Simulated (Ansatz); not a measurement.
`[OH][SnH2][O][SiH3]` → `[OH]`• + `[SiH3][O][SnH2]`• at 298.15 K and 1 bar (homolysis of the O–Sn bond).

Calculated with Ansatz (gas phase, PBE0-D4/def2-TZVP geometries, no zero-point term in ΔE). CCSD(T)/CBS adds triple-zeta CCSD(T) − MP2 to the extrapolated MP2 energy (def2 sets, frozen cores). This one scheme is used for every species. Open shells (•) are unrestricted, without spin–orbit coupling. def2 core potentials past Kr. For Sn outer-core shells are correlated without core-valence functions, which leaves a few kJ/mol of doubt a bond. One conformer a species, not always the lowest.

```tsv
species	CCSD(T)/CBS energy (Eh)	H − E (kJ/mol)	S (J/(mol·K))
`[OH][SnH2][O][SiH3]`	-657.12333	170.8	386.1
`[OH]`•	-75.67771	31.1	184.0
`[SiH3][O][SnH2]`•	-581.28591	127.2	354.4
```

H − E and S are ideal-gas, rigid-rotor, harmonic terms from PBE0-D4/def2-TZVP, for one conformer and one mirror image of each species, with the whole ground term of open shells counted as degenerate. 1 Eh = 2625.50 kJ/mol, R = 8.31446 J/(mol·K).

Question: By hand: ΔE, ΔH, ΔS and ΔG.

Answer: ΔE = (-75.67771) + (-581.28591) − (-657.12333) = 0.15971 Eh = 419.3 kJ/mol. Δ(H − E) = 31.1 + 127.2 − 170.8 = -12.5, so ΔH = 406.8 kJ/mol. ΔS = 184.0 + 354.4 − 386.1 = 152.3 J/(mol·K). ΔG = 406.8 − 298.15 × (152.3)/1000 = 361.4 kJ/mol.

Question: By hand: the equilibrium constant, and the temperature at which ΔG would vanish if ΔH and ΔS stayed fixed.

Answer: log₁₀ K = −ΔG/(RT ln 10) = -63.3. ΔG = 0 at ΔH/ΔS = 2671 K, far beyond where these terms or the molecules hold.

The number of gas molecules changes by +1, which sets the sign of ΔS. A doubt of 5 kJ/mol in ΔE shifts log₁₀ K by 0.9 here. Other conformers and mirror images would add mixing entropy, several J/(mol·K) or more a flexible species. Modes under 60 cm⁻¹, often nearly free rotors, make the harmonic entropy too high. These are equilibria of isolated gas molecules and say nothing of rates. Largest T1 diagnostic: 0.016 (customary marks: 0.02 for closed shells, 0.045 for open ones).
